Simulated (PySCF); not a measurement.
CH7FN2Si, SMILES CN[Si@H](N)F. Atoms are numbered in the order given.

```xyz
12

C      2.1848     0.0281     0.9581
N      1.0553    -0.5180     0.2329
Si    -0.4970     0.1775     0.0829
N     -1.5918    -1.0845    -0.2979
F     -0.7024     1.2273    -1.1532
H      1.8342     0.8028     1.6580
H      2.6984    -0.7424     1.5603
H      2.9399     0.5004     0.3015
H      1.2926    -1.2700    -0.4091
H     -0.6986     1.0067     1.3033
H     -2.4586    -0.8781    -0.7835
H     -1.6816    -1.9019     0.2953
```

Coordinates come from a r2SCAN-D4/def2-SVP optimisation. The structure was generated by enumeration; whether it is a known compound was not checked. One conformer was computed; it need not be the lowest.

The numbers are results of TDA-PBE/def2-SVPD in PySCF, not measurements.

Vertical excitations. The molecule is in vacuum.

Problem. Estimate the UV-visible absorptions. (Estimate from the structure and the level; the computed values follow.)

Solution. 
| state | energy (eV) | λ (nm) | f | main pairs |
|---|---|---|---|---|
| S1 | 5.71 | 217 | 0.009 | HOMO→LUMO 99 % |
| S2 | 5.96 | 208 | 0.001 | HOMO→LUMO+1 99 % |
| S3 | 6.33 | 196 | 0.038 | HOMO−1→LUMO 92 % |
| S4 | 6.51 | 190 | 0.014 | HOMO−1→LUMO+1 92 % |
| S5 | 6.83 | 182 | 0.042 | HOMO→LUMO+3 49 %, HOMO→LUMO+2 45 % |
| S6 | 6.93 | 179 | 0.050 | HOMO→LUMO+3 46 %, HOMO→LUMO+2 41 % |
| S7 | 7.06 | 176 | 0.023 | HOMO−1→LUMO+2 89 % |
| S8 | 7.31 | 170 | 0.020 | HOMO→LUMO+4 95 % |
| S9 | 7.33 | 169 | 0.019 | HOMO−1→LUMO+3 93 % |
| S10 | 7.52 | 165 | 0.007 | HOMO→LUMO+5 99 % |
| T1 | 5.60 | 221 | 0 | HOMO→LUMO 97 % |
| T2 | 5.81 | 213 | 0 | HOMO→LUMO+1 96 % |
| T3 | 5.98 | 207 | 0 | HOMO−1→LUMO 96 % |
| T4 | 6.24 | 199 | 0 | HOMO→LUMO+2 98 % |
Triplets are in the Tamm–Dancoff approximation.
